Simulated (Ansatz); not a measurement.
Computed with Ansatz on PBE0-D4/def2-TZVP structures; ΔE is electronic, products minus reactants. CBS: MP2 limit from def2 TZ/QZ plus the TZ coupled-cluster correction, frozen cores. Functionals use def2-TZVPP. B3LYP here is the variant with VWN-RPA as its local correlation; programs differ in this. Each species was taken in one conformer, which may not be the lowest.

Reaction (isomerisation): `C=NCN[SiH3]` → `C/N=C/N[SiH3]`

| level | ΔE (kJ/mol) | difference from CCSD(T)/CBS |
| --- | --- | --- |
| r2SCAN-D4 | -77.4 | -12.9 |
| PBE0-D4 | -74.7 | -10.2 |
| ωB97X-V | -68.7 | -4.2 |
| ωB97M-V | -68.7 | -4.2 |
| B2PLYP | -70.7 | -6.2 |
| PBE | -76.7 | -12.2 |
| PBE0 | -75.3 | -10.8 |
| B3LYP | -72.3 | -7.8 |
| HF/def2-TZVPP | -64.5 | 0.0 |
| MP2/def2-TZVPP | -69.1 | -4.6 |
| CCSD/def2-TZVPP | -62.5 | 2.0 |
| CCSD(T)/def2-TZVPP | -63.4 | 1.1 |
| MP2/def2-QZVPP | -69.8 | -5.3 |
| HF/CBS(def2) | -64.7 | -0.2 |
| MP2/CBS(def2) | -70.2 | -5.7 |
| CCSD/CBS(def2) | -63.5 | 1.0 |
| CCSD(T)/CBS | -64.5 | 0 |

Largest T1 diagnostic among the species: 0.013.
